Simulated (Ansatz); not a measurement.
`F[C](F)(F)[Ge]([F])([F])[F]`. Charge 0, multiplicity 1. The structure was optimised at the PBE0-D4/def2-TZVP level.

```xyz
8

F    -1.650    0.998    0.393
C    -0.628    0.254    0.810
F    -1.114   -0.844    1.385
F     0.049    0.944    1.726
Ge    0.562   -0.227   -0.726
F     1.192    1.166   -1.474
F     1.876   -1.179   -0.209
F    -0.288   -1.112   -1.906
```

What is the dipole moment at r2SCAN/def2-TZVPP? (Best estimate.)

Ansatz gave: 0.96 D, with components (-0.57, 0.23, 0.74) D in this frame, pointing from negative to positive charge.

And with PBE, B3LYP, ωB97M-V? (An estimate is asked.)

Ansatz gave: PBE 1.00 D, B3LYP 0.90 D, ωB97M-V 0.85 D.

Give the Mulliken charges with r2SCAN, ωB97M-V, PBE in def2-TZVPP. (An estimate is asked.)

Computed: 
```json
{"atom": "F1", "r2SCAN": "-0.14", "ωB97M-V": "-0.14", "PBE": "-0.10"}
{"atom": "C2", "r2SCAN": "0.38", "ωB97M-V": "0.36", "PBE": "0.28"}
{"atom": "F3", "r2SCAN": "-0.14", "ωB97M-V": "-0.14", "PBE": "-0.10"}
{"atom": "F4", "r2SCAN": "-0.14", "ωB97M-V": "-0.14", "PBE": "-0.10"}
{"atom": "Ge5", "r2SCAN": "1.00", "ωB97M-V": "1.01", "PBE": "0.87"}
{"atom": "F6", "r2SCAN": "-0.32", "ωB97M-V": "-0.32", "PBE": "-0.28"}
{"atom": "F7", "r2SCAN": "-0.32", "ωB97M-V": "-0.32", "PBE": "-0.28"}
{"atom": "F8", "r2SCAN": "-0.32", "ωB97M-V": "-0.32", "PBE": "-0.28"}
```

B3LYP here is the variant with VWN-RPA as its local correlation; programs differ in this.
